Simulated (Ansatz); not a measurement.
Cost and result for the atomization energy of `FC1(Br)O[SiH2]1` (7 atoms, 7 bonds).

```xyz
7

F    -1.303    0.275    1.469
C    -0.721   -0.211    0.362
Br   -1.601   -1.864   -0.123
O    -0.660    0.723   -0.667
Si    0.919    0.280   -0.243
H     1.709    1.329    0.431
H     1.658   -0.532   -1.228
```

Total charge 0; spin multiplicity 1. Correlated methods include outer-core shells of Br, which these sets cover unevenly. Scalar relativity is left out up to krypton. The structure was optimised at the PBE0-D4/def2-TZVP level. Program: Ansatz. All runs use 4 threads of an Intel Xeon 6975P-C on a shared host. Times are those of one run each, without the atoms' runs, and a repeat can differ threefold. Electronic energies, without spin–orbit coupling; frozen cores. CCSD(T)/CBS adds CCSD(T) − MP2 in def2-TZVPP to the MP2 limit, and its time is that of the two runs behind it. T1 = 0.013. With those shells the extrapolation isn't a true limit.

CCSD(T)/CBS is a level of theory with its own doubt, some kJ/mol a heavy atom from the limit and from the frozen cores, so smaller differences don't rank the functionals.

| level | functions | wall time |
| --- | --- | --- |
| LDA (SPW92)/def2-TZVPP | 211 | 0.65 s |
| revPBE-D4/def2-TZVPP | 211 | 0.95 s |
| PBE-D4/def2-TZVPP (with forces) | 211 | 1.1 s |
| BHLYP-D4/def2-TZVPP | 211 | 1.9 s |
| r2SCAN-D4/def2-TZVPP (with forces) | 211 | 2 s |
| B97M-V/def2-TZVPP | 211 | 2.9 s |
| B2PLYP/def2-TZVPP | 211 | 2.9 s |
| PBE-QIDH/def2-TZVPP | 211 | 3.4 s |
| CCSD(T)/def2-SVP | 102 | 3.4 s |
| ωB97M-V/def2-TZVPP (with forces) | 211 | 5.5 s |
| MP2/def2-QZVPP | 390 | 12 s |
| CCSD(T)/def2-TZVPP | 211 | 35 s |
| CCSD(T)/CBS(def2) | – | 47 s |

**Question.** What atomization energy does each give, and how far from CCSD(T)/CBS? (Estimate.)

**Answer.** Computed: 
```
                             level  atomization (kcal/mol)  difference from CCSD(T)/CBS  per bond
            LDA (SPW92)/def2-TZVPP                   684.1                        117.1      16.7
              revPBE-D4/def2-TZVPP                   568.9                          1.9       0.3
   PBE-D4/def2-TZVPP (with forces)                   589.8                         22.8       3.3
               BHLYP-D4/def2-TZVPP                   530.4                        -36.6      -5.2
r2SCAN-D4/def2-TZVPP (with forces)                   572.4                          5.4       0.8
                 B97M-V/def2-TZVPP                   567.2                          0.2       0.0
                 B2PLYP/def2-TZVPP                   556.2                        -10.8      -1.5
               PBE-QIDH/def2-TZVPP                   559.9                         -7.1      -1.0
                  CCSD(T)/def2-SVP                   517.5                        -49.5      -7.1
  ωB97M-V/def2-TZVPP (with forces)                   567.1                          0.1       0.0
                    MP2/def2-QZVPP                   582.4                         15.4       2.2
                CCSD(T)/def2-TZVPP                   545.7                        -21.3      -3.0
                 CCSD(T)/CBS(def2)                   567.0                          0.0       0.0
```

From r2SCAN to r2SCAN0 (25 % exact exchange), in def2-TZVPP and without D4, the atomization energy moves by −20.4 kcal/mol: exact exchange takes away binding that semilocal exchange gives to molecules. The D4 term adds +6.9 kcal/mol with B3LYP and +3.5 kcal/mol with PBE0; it sums over pairs of atoms, weighted by their polarisabilities, and B3LYP, whose exchange is more repulsive, gets the larger term. At CCSD(T), def2-SVP lies −49.5 kcal/mol from the extrapolated value and def2-TZVPP −21.3 kcal/mol: correlation converges slowly with the basis, and small sets miss more of it in the bonded molecule than in its fragments.

B3LYP here is the variant with VWN-RPA as its local correlation; programs differ in this.
